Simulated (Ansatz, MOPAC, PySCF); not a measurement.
Ligand exchange on a metal centre used in film growth or etching (Cd Cl-NH2). Gas-phase values, no solvent. One relaxed conformer stands for each flexible species; it need not be the lowest.

Quantity: redistribution energy (mixed species minus the weighted end members), in kcal/mol. Semi-empirical values (MOPAC) are differences of heats of formation.

Level 1: frozen-core MP2/def2-TZVPP // BP86-D3(BJ)/def2-SVP (Ansatz, a quantum-chemistry and plane-wave program)
Level 2: B3LYP/6-31G* (LANL2DZ on Cd) // BP86-D3(BJ)/def2-SVP (PySCF)
Level 3: PM6 // BP86-D3(BJ)/def2-SVP (MOPAC)
Level 4: PM7 // BP86-D3(BJ)/def2-SVP (MOPAC)

| species | level 2 | level 3 | level 4 |
|---|---|---|---|
| 1 of 2 Cl replaced by NH2: [Cd(Cl)(NH2)] | -1.87 | 0.34 | -2.70 |

Q: What does level 1 give for each?

A: 
- 1 of 2 Cl replaced by NH2: [Cd(Cl)(NH2)]: -1.02
